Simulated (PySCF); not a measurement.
PySCF input (B3PW91/6-31G* (5d)):

```python
from pyscf import gto, dft

mol = gto.M(
    atom='''
    N    -1.56282700    0.14996400    1.16280000
    Si   -1.17907000   -0.36180000   -0.44804100
    Si    1.13126900    0.03196900   -0.66411900
    N     1.65275600    0.47055100    0.92951700
    H    -2.49161400    0.02386000    1.53559700
    H    -1.15065900    1.00568100    1.50340200
    H    -1.52385500   -1.80188400   -0.55785500
    H    -1.93353500    0.32213000   -1.53898400
    H     1.43253600    1.17177500   -1.56681400
    H     1.81312400   -1.15297400   -1.26254800
    H     2.60484900    0.75747200    1.09898300
    H     1.28886800   -0.05202700    1.71223200
    ''',
    basis='6-31g*',
    charge=0,
    spin=0,
    verbose=4,
)

mf = dft.RKS(mol, xc='b3pw91')
mf.grids.level = 3
mf.conv_tol = 1e-9
mf.max_cycle = 100
mf.max_memory = 1500
mf.kernel()
if not mf.converged:
    mf = mf.newton()
    mf.kernel(mf.make_rdm1())
mf.dip_moment()
```

Output:

```
PySCF version 2.14.0

[INPUT] verbose = 4
[INPUT] num. atoms = 12
[INPUT] num. electrons = 50
[INPUT] charge = 0
[INPUT] spin (= nelec alpha-beta = 2S) = 0
[INPUT] symmetry False subgroup None
[INPUT] Mole.unit = angstrom
[INPUT] Symbol           X                Y                Z      unit          X                Y                Z       unit  Magmom
[INPUT]  1 N     -1.562827000000   0.149964000000   1.162800000000 AA   -2.953315010076   0.283390888544   2.197373537644 Bohr   0.0
[INPUT]  2 Si    -1.179070000000  -0.361800000000  -0.448041000000 AA   -2.228119381691  -0.683702911868  -0.846674782576 Bohr   0.0
[INPUT]  3 Si     1.131269000000   0.031969000000  -0.664119000000 AA    2.137788583211   0.060412654476  -1.255003024120 Bohr   0.0
[INPUT]  4 N      1.652756000000   0.470551000000   0.929517000000 AA    3.123256190732   0.889212517640   1.756532558127 Bohr   0.0
[INPUT]  5 H     -2.491614000000   0.023860000000   1.535597000000 AA   -4.708468068132   0.045088865332   2.901857767704 Bohr   0.0
[INPUT]  6 H     -1.150659000000   1.005681000000   1.503402000000 AA   -2.174430372766   1.900461658679   2.841018035123 Bohr   0.0
[INPUT]  7 H     -1.523855000000  -1.801884000000  -0.557855000000 AA   -2.879668603549  -3.405067268236  -1.054193167219 Bohr   0.0
[INPUT]  8 H     -1.933535000000   0.322130000000  -1.538984000000 AA   -3.653851602261   0.608737476506  -2.908258270088 Bohr   0.0
[INPUT]  9 H      1.432536000000   1.171775000000  -1.566814000000 AA    2.707100703580   2.214333829612  -2.960849348134 Bohr   0.0
[INPUT] 10 H      1.813124000000  -1.152974000000  -1.262548000000 AA    3.426307789876  -2.178805088744  -2.385869939117 Bohr   0.0
[INPUT] 11 H      2.604849000000   0.757472000000   1.098983000000 AA    4.922451205847   1.431414627027   2.076776885553 Bohr   0.0
[INPUT] 12 H      1.288868000000  -0.052027000000   1.712232000000 AA    2.435607530716  -0.098316781083   3.235649541716 Bohr   0.0

nuclear repulsion = 225.714897831381
number of shells = 44
number of NR pGTOs = 188
number of NR cGTOs = 80
basis = 6-31g*
ecp = {}

******** <class 'pyscf.dft.rks.RKS'> ********
method = RKS
initial guess = minao
damping factor = 0
level_shift factor = 0
DIIS = <class 'pyscf.scf.diis.CDIIS'>
diis_start_cycle = 1
diis_space = 8
diis_damp = 0
SCF conv_tol = 1e-09
SCF conv_tol_grad = None
SCF max_cycles = 100
direct_scf = True
direct_scf_tol = 1e-13
XC library pyscf.dft.libxc version 7.1.2
    S. Lehtola, C. Steigemann, M. J. T. Oliveira, and M. A. L. Marques,  SoftwareX 7, 1–5 (2018)
XC functionals = b3pw91
    A. D. Becke,  J. Chem. Phys. 98, 5648 (1993)
radial grids:
    Treutler-Ahlrichs [JCP 102, 346 (1995); DOI:10.1063/1.469408] (M4) radial grids

becke partition: Becke, JCP 88, 2547 (1988); DOI:10.1063/1.454033
pruning grids: <function nwchem_prune>
grids dens level: 3
symmetrized grids: False
atomic radii adjust function: <function treutler_atomic_radii_adjust>
small_rho_cutoff = 0
Set gradient conv threshold to 3.16228e-05
Initial guess from minao.
tot grids = 144632
init E= -693.201577290086
  HOMO = -0.293754279440034  LUMO = -0.0584723291404967  gap/eV = 6.40235
cycle= 1 E= -693.119479037137  delta_E= 0.0821  |g|= 0.572  |ddm|= 2.93
  HOMO = -0.159461280862815  LUMO = 0.0248766859272207  gap/eV = 5.01609
cycle= 2 E= -693.029013915387  delta_E= 0.0905  |g|= 0.839  |ddm|= 1.22
  HOMO = -0.246312613338554  LUMO = 0.00447953732993733  gap/eV = 6.82440
cycle= 3 E= -693.189776622811  delta_E= -0.161  |g|= 0.0476  |ddm|= 0.825
  HOMO = -0.245097659063698  LUMO = 0.00237817477626567  gap/eV = 6.73416
cycle= 4 E= -693.190498852171  delta_E= -0.000722  |g|= 0.00697  |ddm|= 0.0788
  HOMO = -0.244734443400093  LUMO = 0.0035604506291369  gap/eV = 6.75645
cycle= 5 E= -693.190515129021  delta_E= -1.63e-05  |g|= 0.00173  |ddm|= 0.0123
  HOMO = -0.244943854604345  LUMO = 0.00333049473262115  gap/eV = 6.75589
cycle= 6 E= -693.190516139681  delta_E= -1.01e-06  |g|= 0.00026  |ddm|= 0.00279
  HOMO = -0.244918758652059  LUMO = 0.00335742958672425  gap/eV = 6.75594
cycle= 7 E= -693.190516164493  delta_E= -2.48e-08  |g|= 6.39e-05  |ddm|= 0.000436
  HOMO = -0.244922418208859  LUMO = 0.00335462641476658  gap/eV = 6.75596
cycle= 8 E= -693.190516165655  delta_E= -1.16e-09  |g|= 6.36e-06  |ddm|= 8e-05
  HOMO = -0.244922565160663  LUMO = 0.00335420611903015  gap/eV = 6.75596
cycle= 9 E= -693.190516165669  delta_E= -1.39e-11  |g|= 1.08e-06  |ddm|= 1.12e-05
  HOMO = -0.244922519945839  LUMO = 0.00335416850552583  gap/eV = 6.75595
Extra cycle  E= -693.190516165671  delta_E= -1.82e-12  |g|= 1.31e-06  |ddm|= 2.46e-06
converged SCF energy = -693.190516165671
Dipole moment(X, Y, Z, Debye):  0.07199,  0.49648,  1.67410
```

The geometry given is a B3LYP-D3(BJ)/def2-TZVP minimum.
